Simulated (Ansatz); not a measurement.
The lowest singlet and triplet of F2Si (SMILES F[Si]F); geometries from B3LYP-D3(BJ)/def2-TZVP, each state relaxed from the structure named, with no frequency check.
Singlet at the triplet's geometry (charge 0, multiplicity 1):
```tsv
atom	x (Å)	y (Å)	z (Å)
F	-1.3456	-0.3843	0.0000
Si	-0.0004	0.4926	0.0000
F	1.3463	-0.3819	0.0000
```

A positive gap puts the triplet lower; no zero-point energy. R- takes a restricted singlet. U- takes an unrestricted singlet (broken symmetry where lower, unprojected). The triplet is unrestricted in single-reference levels.

Cores are frozen in the correlated methods.

Codes used: Ansatz (a first-principles code) with Gaussian orbitals. 

Q: One of these levels gives -71.12 kcal/mol for the gap E(singlet) − E(triplet), vertical, at the triplet's geometry. Which one is it?
A) U-wB97X-V/def2-TZVPP
B) U-MP2/cc-pV(T+d)Z (spin-contaminated)
C) R-HF/cc-pV(D+d)Z

A: A, U-wB97X-V/def2-TZVPP. The others give -48.82 (R-HF/cc-pV(D+d)Z), -63.75 (U-MP2/cc-pV(T+d)Z (spin-contaminated))

Doubts at one or more of the structures used: a restricted determinant that unrestricted orbitals would lower (R-HF/cc-pV(D+d)Z).
